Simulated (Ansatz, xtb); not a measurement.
**C4H5GeNSe: 4 structures ranked**

4 gas-phase structures of C4H5GeNSe, from a drawn sample of its isomers (lower ones may exist). Each was relaxed with GFN2-xTB; where two conformers were screened, the lower at r2SCAN-D4/def2-SVP is listed:

A. `N#CC1=[CH][GeH2][CH2][Se]1`, a singlet
B. `N#C[Se]CC#[C][GeH3]`, a singlet
C. `N#CC1=[C]([GeH3])C[Se]1`, a singlet
D. `CC#[C][GeH2][Se]C#N`, a singlet

Problem. Make a reasoned guess at their ranking by r2SCAN-D4/def2-SVP single-point energy.

Solution. Calculated order at r2SCAN-D4/def2-SVP: A (0.000), D (0.680), C (0.923), B (1.822) eV.

Energies above the lowest of each column, in eV; the last columns are at B3LYP-D3(BJ)/def2-SVP geometries and were run for some of them only (a dash: not run or not comparable):

```tsv
structure	GFN2-xTB	HF/STO-3G	r2SCAN-D4/def2-SVP	B3LYP-D3(BJ)/def2-SVP	CCSD(T)/def2-SVP + ΔMP2/def2-TZVPP
A	0.137	0.000	0.000	0.000	0.000
D	0.000	0.547	0.680	0.548	0.493
C	0.415	1.111	0.923	0.863	0.934
B	1.179	1.654	1.822	–	–
```

CCSD(T)/def2-SVP + ΔMP2/def2-TZVPP puts A lowest of those it was run on; GFN2-xTB picks D. Flexible structures stand in one conformer each, not always the lowest. Frequencies (GFN2-xTB) were run for A, C, D alone. ΔMP2 is the change of the MP2 energy from the smaller to the larger basis.

Over these structures GFN2-xTB departs from r2SCAN-D4/def2-SVP by 0.281 eV on average once a common shift is removed. A GFN2-xTB relaxation took about 0.089 s and the r2SCAN-D4/def2-SVP energy about 2.7 s on a shared host (Ansatz 0.2.0, xtb 6.7.1).
